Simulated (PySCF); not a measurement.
Write a Z-matrix for `CC[SiH2][AsH2]` as optimised with PBE0-D3(BJ)/def2-SVP.

Z-matrix in Å and degrees, rows numbered from 1:
```
C 
C   1  1.5253
Si  2  1.8887  1  114.33
As  3  2.3765  2  109.13  1    57.12
H   1  1.1018  2  111.65  3   -60.04
H   1  1.1012  2  111.62  3   179.82
H   1  1.1017  2  111.56  3    59.66
H   2  1.1041  1  110.70  3   122.00
H   2  1.1044  1  110.77  3  -121.07
H   3  1.4984  2  110.04  1   -59.42
H   3  1.4965  2  110.51  1  -178.86
H   4  1.5256  3   92.39  2   168.35
H   4  1.5267  3   92.21  2    76.00
```

Si3 (SiH2 silicon) is tetrahedral (angles from 106.5° to 112.4°). As4 (arsenic bonded to Si and 2 H) is pyramidal (angles 92.4°, 92.3° and 92.2°, sum 276.9°, 0.94 Å off the plane of its three neighbours).

Theory: PySCF, PBE0-D3(BJ)/def2-SVP geometry optimisation, gas phase.

Point group: C1 (no symmetry element, even within 0.4 Å). PBE0-D3(BJ)/def2-SVP frequencies: not computed here. The numbers are those of one conformer (C1–C2–Si3–As4 57°, C2–Si3–As4–H 168° and 76°).
